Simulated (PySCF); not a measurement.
Isomers of C6H12N2OSi, one GFN2-xTB conformer each. Single-point energies are computed at PBE0/pcSseg-1 (PySCF, gas phase, no added dispersion term), electronic only.

**Question.** Rank them by PBE0/pcSseg-1 energy, lowest first (kcal/mol).
A. `[CH3:1][C:2](=[O:3])[N:4]([SiH2:5][C:6]#[N:7])[CH:8]([CH3:9])[CH3:10]` with C1–C2–N4–Si5 180°, C2–N4–Si5–C6 69°, C2–N4–C8–C9 115°
B. `[CH3:1][C:2](=[O:3])[N:4]([CH3:5])[C@@H:6]1[CH:7]=[N:8][SiH2:9][CH2:10]1` with C1–C2–N4–C5 0°, C2–N4–C6–C7 -126°, N4–C6–C7–N8 -139°, C7–N8–Si9–C10 7°, N8–Si9–C10–C6 -13°, N4–C6–C10–Si9 140°
C. `Cc1nnc([Si](C)(C)C)o1`

**Answer.** A (0.0), C (4.7), B (12.8).

As drawn, the lowest has a C≡N group, which the highest lacks; the highest has a C=N bond, which the lowest lacks. GFN2-xTB itself gives, in the same order: 5.0, 23.3, 0.0. GFN2-xTB puts CC(=O)N(C)[C@@H]1C=N[SiH2]C1 lowest instead; measured from each level's own lowest isomer, the values differ by up to 18.6 kcal/mol (Cc1nnc([Si](C)(C)C)o1: 23.3 against 4.7).

**Question.** Which frontier levels, dipoles and rotational constants go with these structures?

**Answer.** 
| SMILES | HOMO (eV, PBE0/pcSseg-1) | LUMO (eV) | dipole (D) | A, B, C (MHz) |
| --- | --- | --- | --- | --- |
| CC(=O)N([SiH2]C#N)C(C)C | -7.96 | -0.33 | 6.70 | 1441, 917.5, 724.3 |
| Cc1nnc([Si](C)(C)C)o1 | -7.60 | -0.42 | 3.49 | 2116, 675.2, 618.8 |
| CC(=O)N(C)[C@@H]1C=N[SiH2]C1 | -6.79 | -0.59 | 3.60 | 2695, 641.5, 611.9 |
